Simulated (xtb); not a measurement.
Input file for xtb: GFN1-xTB on BH+, 2S+1 = 2, a spin state set in the input, which need not be the lowest, a point of a bond scan (R = 1.244 Å). Charge +1.

```
$ xtb mol.xyz --gfn 1 --sp --chrg 1 --uhf 1
2

H      0.00000000     0.00000000     0.00000000
B      0.00000000     0.00000000     1.24440000
```

Output:

```
[...]
           -------------------------------------------------
          |                Calculation Setup                |
           -------------------------------------------------



           -------------------------------------------------
          |                 G F N 1 - x T B                 |
           -------------------------------------------------

        Reference                      10.1021/acs.jctc.7b00118
      * Hamiltonian:
        H0-scaling (s, p, d)           1.850000    2.250000    2.000000
        zeta-weighting                 0.000000
      * Dispersion:
        s8                             2.400000
        a1                             0.630000
        a2                             5.000000
        s9                             0.000000
      * Repulsion:
        kExp                           1.500000
        rExp                           1.000000
      * Coulomb:
        alpha                          2.000000
        third order                    atomic
        anisotropic                    false
      * Halogen bond correction:
        rad-scale                      1.300000
        damping                        0.440000


          ...................................................
          :                      SETUP                      :
          :.................................................:
          :  # basis functions                   6          :
          :  # atomic orbitals                   6          :
          :  # shells                            4          :
          :  # electrons                         3          :
          :  # halogen bonds                     0          :
          :  max. iterations                   250          :
          :  Hamiltonian                  GFN1-xTB          :
          :  restarted?                      false          :
          :  GBSA solvation                  false          :
          :  PC potential                    false          :
          :  electronic temp.          300.0000000     K    :
          :  accuracy                    1.0000000          :
          :  -> integral cutoff          0.2500000E+02      :
          :  -> integral neglect         0.1000000E-07      :
          :  -> SCF convergence          0.1000000E-05 Eh   :
          :  -> wf. convergence          0.2000000E-04 e    :
          :  Broyden damping             0.4000000          :
          :  net charge                          1          :
          :  unpaired electrons                  1          :
          ...................................................

 iter      E             dE          RMSdq      gap      omega  full diag
   1     -1.2201641 -0.122016E+01  0.202E+00    2.50       0.0  T
   2     -1.2270735 -0.690942E-02  0.622E-01    2.28       1.0  T
   3     -1.2271079 -0.344109E-04  0.386E-01    2.26       1.0  T
   4     -1.2271080 -0.799234E-07  0.176E-03    2.26      40.1  T
   5     -1.2271080 -0.173596E-09  0.314E-06    2.26   22502.4  T
   6     -1.2271080  0.222045E-15  0.648E-07    2.26  100000.0  T

   *** convergence criteria satisfied after 6 iterations ***

         #    Occupation            Energy/Eh            Energy/eV
      -------------------------------------------------------------
         1        2.0000           -0.9025571             -24.5598
         2        1.0000           -0.7726118             -21.0238 (HOMO)
         3                         -0.6895459             -18.7635 (LUMO)
         4                         -0.6895459             -18.7635
         5                         -0.4078063             -11.0970
         6                         -0.1675542              -4.5594
      -------------------------------------------------------------
                  HL-Gap            0.0830659 Eh            2.2603 eV
             Fermi-level           -0.7843316 Eh          -21.3428 eV

 SCC (total)                   0 d,  0 h,  0 min,  0.002 sec
 SCC setup                      ...        0 min,  0.000 sec (  7.288%)
 Dispersion                     ...        0 min,  0.000 sec (  2.979%)
 classical contributions        ...        0 min,  0.000 sec (  1.532%)
 integral evaluation            ...        0 min,  0.000 sec ( 13.965%)
 iterations                     ...        0 min,  0.001 sec ( 56.109%)
 molecular gradient             ...        0 min,  0.000 sec (  8.608%)
 printout                       ...        0 min,  0.000 sec (  8.735%)

         :::::::::::::::::::::::::::::::::::::::::::::::::::::
         ::                     SUMMARY                     ::
         :::::::::::::::::::::::::::::::::::::::::::::::::::::
         :: total energy              -1.219434987841 Eh    ::
         :: gradient norm              0.012560988678 Eh/a0 ::
         :: HOMO-LUMO gap              2.260338365132 eV    ::
         ::.................................................::
         :: SCC energy                -1.227108009210 Eh    ::
         :: -> electrostatic           0.185522259478 Eh    ::
         :: repulsion energy           0.007781982875 Eh    ::
         :: dispersion energy         -0.000108961506 Eh    ::
         :: halogen bond corr.         0.000000000000 Eh    ::
         :: add. restraining           0.000000000000 Eh    ::
         :: total charge               1.000000000000 e     ::
         :::::::::::::::::::::::::::::::::::::::::::::::::::::

           -------------------------------------------------
          |                Property Printout                |
           -------------------------------------------------

    * Orbital Energies and Occupations

         #    Occupation            Energy/Eh            Energy/eV
      -------------------------------------------------------------
         1        2.0000           -0.9025571             -24.5598
         2        1.0000           -0.7726118             -21.0238 (HOMO)
         3                         -0.6895459             -18.7635 (LUMO)
         4                         -0.6895459             -18.7635
         5                         -0.4078063             -11.0970
         6                         -0.1675542              -4.5594
      -------------------------------------------------------------
                  HL-Gap            0.0830659 Eh            2.2603 eV
             Fermi-level           -0.7843316 Eh          -21.3428 eV

  Mulliken/CM5 charges         n(s)   n(p)   n(d)
     1H     0.22713  0.31527   0.773  0.000  0.000
     2B     0.77287  0.68473   1.581  0.646  0.000

Wiberg/Mayer (AO) data.
largest (>0.10) Wiberg bond orders for each atom

 ---------------------------------------------------------------------------
     #   Z sym  total        # sym  WBO       # sym  WBO       # sym  WBO
 ---------------------------------------------------------------------------
     1   1 H    0.916 --     2 B    0.916
     2   5 B    0.916 --     1 H    0.916
 ---------------------------------------------------------------------------

Topologies differ in total number of bonds
Writing topology from bond orders to xtbtopo.mol

 dipole moment from electron density (au)
     X       Y       Z
   0.0000   0.0000   1.7618  total (Debye):    4.478


           -------------------------------------------------
          | TOTAL ENERGY               -1.219434987841 Eh   |
          | GRADIENT NORM               0.012560988678 Eh/α |
          | HOMO-LUMO GAP               2.260338365132 eV   |
           -------------------------------------------------

------------------------------------------------------------------------
------------------------------------------------------------------------
 total:
Note: The following floating-point exceptions are signalling: IEEE_DENORMAL
normal termination of xtb
 SCF:
```

The run finished.

Cost: very roughly 0.06 core-seconds.
